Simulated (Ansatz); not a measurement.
Reaction (atomization): `[SiH3]C([SiH3])=[Se]` → C• + 6 H• + Se• + 2 Si•

Computed with Ansatz on PBE0-D4/def2-TZVP structures; ΔE is electronic, products minus reactants. CBS: MP2 limit from def2 TZ/QZ plus the TZ coupled-cluster correction, frozen cores. This one scheme is used for every species, atoms too. For atomizations the MP2-based limit and the directly extrapolated one differ by several kJ/mol either way, and by 10 to 25 for some Ge, Se and Sn compounds, so smaller differences from it don't rank the levels. DFT in def2-TZVPP. B3LYP here is the variant with VWN-RPA as its local correlation; programs differ in this. No spin–orbit coupling; open shells (•) take unrestricted orbitals. Spin–orbit coupling would lower the free atoms: a little for C, Si; clearly for Se. Bonds to Se are less sure, by a few kJ/mol each and by 10 to 20 or more in all where they break to atoms, as the def2 sets lack core-valence functions. Scalar relativity is left out up to krypton.

| level | ΔE (kcal/mol) | difference from CCSD(T)/CBS |
| --- | --- | --- |
| PBE-D4 | 729.4 | -2.4 |
| BLYP-D4 | 723.9 | -7.9 |
| PBE0-D4 | 721.1 | -10.7 |
| B3LYP-D4 | 727.7 | -4.1 |
| B2PLYP | 717.9 | -13.9 |
| BLYP | 709.9 | -21.9 |
| r2SCAN | 726.6 | -5.2 |
| r2SCANh | 722.5 | -9.3 |
| CAM-B3LYP | 720.5 | -11.3 |
| CCSD(T)/def2-TZVPP | 710.9 | -20.9 |
| CCSD(T)/CBS | 731.8 | 0 |

Largest T1 diagnostic among the species: 0.014.

Leaving LDA and LC-ωPBE aside and taking each functional with its dispersion term where it has one, the values, not all of them listed here, spread over 18.3 kcal/mol, from BHLYP-D4 to ωB97X-V. LDA lies +94.6 kcal/mol from PBE without D4, its usual overbinding. From PBE to PBE0 (25 % exact exchange), in def2-TZVPP and without D4, ΔE moves by −7.3 kcal/mol: exact exchange takes away binding that semilocal exchange gives to molecules.
